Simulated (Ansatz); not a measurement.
Reaction (ligand exchange at a Ge–O bond): `C[O][GeH]([SH])[O]C` + H–F → `C[O][GeH]([F])[SH]` + CH₃OH

Isolated molecules relaxed with PBE0-D4/def2-TZVP in Ansatz; ΔE leaves out vibrations. CBS: MP2 limit from def2 TZ/QZ plus the TZ coupled-cluster correction, frozen cores. This one scheme is used for every species. DFT in def2-TZVPP. B3LYP here is the variant with VWN-RPA as its local correlation; programs differ in this. For Ge outer-core shells are correlated without core-valence functions, which leaves a few kJ/mol of doubt a bond. Scalar relativity is left out up to krypton. One conformer a species, not always the lowest.

| level | ΔE (kJ/mol) | difference from CCSD(T)/CBS |
| --- | --- | --- |
| PBE-D4 | -31.1 | -8.0 |
| r2SCAN-D4 | -33.5 | -10.4 |
| B3LYP-D4 | -31.5 | -8.4 |
| ωB97M-V | -32.1 | -9.0 |
| B2PLYP | -34.2 | -11.1 |
| r2SCAN | -35.8 | -12.7 |
| PBE0 | -36.0 | -12.9 |
| HF/def2-TZVPP | -44.5 | -21.4 |
| MP2/def2-TZVPP | -19.6 | 3.5 |
| SCS-MP2/def2-TZVPP | -25.5 | -2.4 |
| CCSD/def2-TZVPP | -26.4 | -3.3 |
| CCSD(T)/def2-TZVPP | -23.4 | -0.3 |
| HF/def2-QZVPP | -46.2 | -23.1 |
| SCS-MP2/def2-QZVPP | -26.2 | -3.1 |
| HF/CBS(def2) | -46.4 | -23.3 |
| CCSD/CBS(def2) | -26.1 | -3.0 |
| CCSD(T)/CBS | -23.1 | 0 |

Largest T1 diagnostic among the species: 0.012.

In def2-TZVPP, CCSD(T) changes the Hartree–Fock value by +21.1 kJ/mol (the triples alone add +3.0 kJ/mol) and MP2 by +24.9 kJ/mol. The D4 term adds +10.7 kJ/mol with B3LYP and +6.3 kJ/mol with PBE0; it sums over pairs of atoms, weighted by their polarisabilities, and B3LYP, whose exchange is more repulsive, gets the larger term.
